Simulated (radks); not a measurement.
The numbers below are computed, except where a source is named.
Coulomb parameter of the 5d shell of the tungsten ion W2+ in the model configuration [Xe] 4f14 5d2.5 6p1.5, as a second difference U = [E(n + 1) + E(n - 1) - 2 E(n)] / (1)^2 with all orbitals relaxed. "Bare": the charge of the atom changes with n. "Screened": the 6p shell takes up the change at fixed total charge, which measures U(5d,5d) + U(6p,6p) - 2 U(5d,6p). Level of theory: scalar-relativistic Kohn-Sham, PBE, spin-unpolarised, spherical densities, finite nucleus; Fermi nuclear charge, rms radius 5.3658 fm (a radial shooting solver on a logarithmic mesh with Libxc functionals).

case,configuration,E - E(n) (eV)
start,[Xe] 4f14 5d2.5 6p1.5,0.000
bare +1,[Xe] 4f14 5d3.5 6p1.5,-19.518
bare -1,[Xe] 4f14 5d1.5 6p1.5,30.527
screened +1,[Xe] 4f14 5d3.5 6p0.5,-8.584
screened -1,[Xe] 4f14 5d1.5 6p2.5,10.385

U(bare) = 11.009 eV, U(screened by 6p) = 1.801 eV, against the Slater integral F0(5d,5d) = 13.944 eV with frozen orbitals.
